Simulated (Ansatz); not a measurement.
Ansatz (an electronic-structure program) input (wB97X/def2-TZVPD):

Ansatz 0.2 input:
```yaml
crystal:
  periodic: [false, false, false]
  atoms:
    - {symbol: Pb, position_ang: [-0.00000000, 0.00000000, -0.00000000]}
    - {symbol: H, position_ang: [1.02232937, 1.02969445, 0.99620867]}
    - {symbol: H, position_ang: [1.00998283, -1.02860803, -1.00983163]}
    - {symbol: H, position_ang: [-1.02359071, 1.00249564, -1.02231319]}
    - {symbol: H, position_ang: [-1.00872149, -1.00358207, 1.03593616]}
basis:
  gaussian:
    orbitals: def2-TZVPD
hamiltonian:
  xc: {name: wB97X}
```

Output:

```
Functional definition: wB97X
integrals: 0.03 GiB planned
668 factors; their error is unknown
integrals: 0.06 GiB planned
295 factors; integrals over basis functions are off by at most 6.2e-6 eV
mean field: 0.32 GiB planned
mean field evaluation 1: about -5312.4751 eV, gradient 8.1e0 eV
mean field evaluation 2: about -5312.6731 eV, gradient 3.9e0 eV
mean field evaluation 4: about -5312.7062 eV, gradient 1.2e-1 eV
mean field evaluation 8: about -5312.6916 eV, gradient 3.3e-2 eV
mean field evaluation 16: about -5312.6916 eV, gradient 2.0e-5 eV
mean field -5312.69161454 eV, -195.2378157625 hartree, gradient 2.0e-5 eV, S^2 0.000000; 0 other end points of the search recorded, 0 dependent functions left out
reference -5312.69157468 eV, -195.2378142978 hartree; 13, 13 occupied and 79, 79 virtual orbitals, 668 factors
Total energy: -5312.69157468 eV, -195.2378142978 hartree
```
